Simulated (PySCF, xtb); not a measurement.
C3H6BFO2, SMILES C[C@]1(F)OCB1O.

Coordinates come from a PBE0-D3(BJ)/def2-SVP optimisation. The structure was generated by enumeration; whether it is a known compound was not checked. The values are those of a single conformer.

Computed with C-PCM-ωB97X/def2-SVP run with PySCF.

The values are the electrostatic part of the solvation free energy, E(continuum) − E(gas) at the gas-phase geometry, in a cavity of scaled van der Waals radii (PySCF's table); cavitation and dispersion terms are not included. In vacuum the orbital gap is 12.33 eV. The dipole moment in vacuum is 2.93 D.

**Question.** Estimate the values in water (ε = 78.36), N,N-dimethylformamide (ε = 37.22), benzene (ε = 2.27). (Estimate from the structure and the level; the computed values follow.)

**Answer.** 
| solvent | ε | ΔG(elec) (kcal/mol) | dipole (D) | gap (eV) |
|---|---|---|---|---|
| water | 78.36 | -8.2 | 3.66 | 12.51 |
| N,N-dimethylformamide | 37.22 | -8.1 | 3.65 | 12.50 |
| benzene | 2.27 | -4.4 | 3.30 | 12.43 |

For comparison, GFN2-xTB/ALPB(water) (xtb, at the GFN2-xTB geometry, all terms of that model) gives -9.9 kcal/mol.
